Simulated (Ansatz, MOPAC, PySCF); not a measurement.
Molecule: C₃H₄Cl (charge 0, doublet). SMILES: [CH2]/C=C/Cl
Structure (B3LYP-D3(BJ)/def2-TZVP (Ansatz, a quantum-chemistry and plane-wave program) minimum search):
```xyz
8

C     -2.3826    -0.0094     0.1751
C     -1.0718     0.3901     0.0843
C     -0.0051    -0.4840    -0.0064
Cl     1.6207     0.0630    -0.1183
H     -3.1814     0.7141     0.2440
H     -2.6539    -1.0572     0.1805
H     -0.8454     1.4512     0.0824
H     -0.1145    -1.5585    -0.0133
```
Charge 0, spin multiplicity 2.

Unscaled harmonic wavenumbers (cm⁻¹) in rising order, each level at the stationary point that it reaches from this structure (no distance between atoms moves by over 0.3 Å); the order of modes can differ between levels, and a negative number is imaginary. B3LYP-D3(BJ)/def2-TZVP (PySCF, at the structure above): 190, 267, 434, 545, 681, 810, 812, 990, 1016, 1206, 1275, 1284, 1458, 1523, 3152, 3158, 3207, 3248.

AM1 (MOPAC): 170, 277, 461, 466, 721, 871, 911, 931, 1033, 1224, 1284, 1368, 1479, 1504, 3147, 3182, 3196, 3220. Zero-point energy 36.4 against 36.1 kcal/mol; where all levels lie over 400 cm⁻¹, the wavenumbers are on average 1.013 times those of B3LYP-D3(BJ)/def2-TZVP.

PM3 (MOPAC): 166, 279, 429, 468, 707, 776, 855, 906, 969, 1164, 1195, 1285, 1417, 1476, 3035, 3073, 3136, 3155. Zero-point energy 35.0 against 36.1 kcal/mol; where all levels lie over 400 cm⁻¹, the wavenumbers are on average 0.968 times those of B3LYP-D3(BJ)/def2-TZVP.

HF/6-31G* (Ansatz): 196, 283, 454, 554, 661, 797, 861, 1013, 1080, 1245, 1322, 1392, 1572, 1641, 3334, 3365, 3418, 3431. Zero-point energy 38.1 against 36.1 kcal/mol; where all levels lie over 400 cm⁻¹, the wavenumbers are on average 1.045 times those of B3LYP-D3(BJ)/def2-TZVP.
